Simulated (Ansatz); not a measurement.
The cluster SnPt4⁻, relaxed as a doublet with UKS PBE-D4/def2-SVPD in Ansatz, starting from the GFN2-xTB geometry. Force threshold 0.02 eV/Å.

In the def2 sets Pt, Sn take a core potential; there is no spin–orbit coupling. The charge -1 doublet is spin-contaminated (final ⟨S²⟩ up to 1.73, 0.75 for a pure state). The structure comes from a short search, and lower isomers may exist.

Start:

Cartesian coordinates in Å:
```
Pt -1.3802 0.6507 -1.1311
Pt -0.5678 1.3849 1.1755
Pt 1.7057 -0.0545 0.8261
Pt 0.8930 -0.8123 -1.4745
Sn -0.6507 -1.1688 0.6040
```

```tsv
step	energy (eV)	largest force component (eV/Å)	SCF passes
1	-18833.1963	1.556	121
2	-18833.3659	0.698	54
3	-18833.4181	0.267	42
4	-18833.4248	0.023	42
5	-18833.4248	0.002	39
6	-18833.4248	0.001	36
7	-18833.4248	0.000	38
```

Force components are those of the run's own axes.

End:

```xyz
5

Pt   -1.3220    0.6359   -1.1675
Pt   -0.4993    1.3833    1.1615
Pt    1.6776   -0.0016    0.8352
Pt    0.8523   -0.7474   -1.4933
Sn   -0.7085   -1.2702    0.6641
```

By distances, no bond broke or formed. The bond that changes most is Pt1–Pt4, from 2.73 to 2.60 Å (atoms count from 1).

The force fell under the threshold at step 5, but the optimiser went on. No frequencies were taken in this run, so the end may be a saddle point.

It took 51 s on 4 threads of Arm Neoverse V2 on a shared host.
